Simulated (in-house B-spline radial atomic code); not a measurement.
A fraction x of an electron is removed from 4s in Br VI (Br5+), starting from [Ar] 3d10 4s2 and keeping the highest spin. Computed with a B-spline radial code for spherical atoms: non-relativistic PBEsol, spin-polarised, spherical fractional occupations, point nucleus.

```csv
x,E(x) - E(0) (eV),4s down level (eV)
0,0.0000,-79.808
0.05,4.0072,-80.481
0.23,18.7113,-82.895
0.32,26.2260,-84.096
0.44,36.4134,-85.692
0.5,41.5788,-86.488
0.59,49.4163,-87.680
0.72,60.9267,-89.405
0.85,72.6622,-91.143
0.9,77.2361,-91.813
1,86.4816,-
```

The exact functional would give a straight line between the two integer points. Deviations E(x) - E(0) - x[E(1) - E(0)], in eV: -0.317 at x = 0.05, -1.179 at x = 0.23, -1.448 at x = 0.32, -1.639 at x = 0.44, -1.662 at x = 0.5, -1.608 at x = 0.59, -1.34 at x = 0.72, -0.847 at x = 0.85, -0.597 at x = 0.9.

The curve lies below the straight line by up to 1.662 eV (at x = 0.5): convex, the delocalisation error that favours fractional charges.

**Question.** How well does Slater's transition state (minus the level at half occupation) give the ionisation energy?

**Answer.** It gives 86.488 eV against 86.482 eV from the two total energies; NIST lists 87.39 eV, ground level to ground level.
